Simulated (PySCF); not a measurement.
# V⁺: ionisation energy

V⁺ [Ar] 3d4 (5D) → V²⁺ [Ar] 3d3 (4F), as a difference of total energies. Calculation: PySCF 2.14, in x2c-TZVPPall with one added diffuse shell each of s, p, d, f type (7s6p5d3f1g, 80 functions); the spin-free X2C one-electron Hamiltonian (Gaussian nucleus). Correlated levels: valence: [Ar] frozen. The calculations carry no spin-orbit coupling.

```
           method  ionisation energy (eV)
              UHF                  13.176
    MP2 (valence)                  13.924
SCS-MP2 (valence)                  13.425
   CCSD (valence)                  14.006
CCSD(T) (valence)                  14.027
```

Q: How much does correlation contribute at CCSD(T) (valence)?

A: 14.027 − (13.176) = 0.851 eV, measured against UHF.

The reference lies between the lowest fine-structure levels, while these numbers refer to the centres of the terms.

Errors of the correlated levels include the incompleteness of this basis and the frozen core.

For comparison: 14.634 ± 0.007 eV (measured; NIST Atomic Spectra Database, ionization energies).
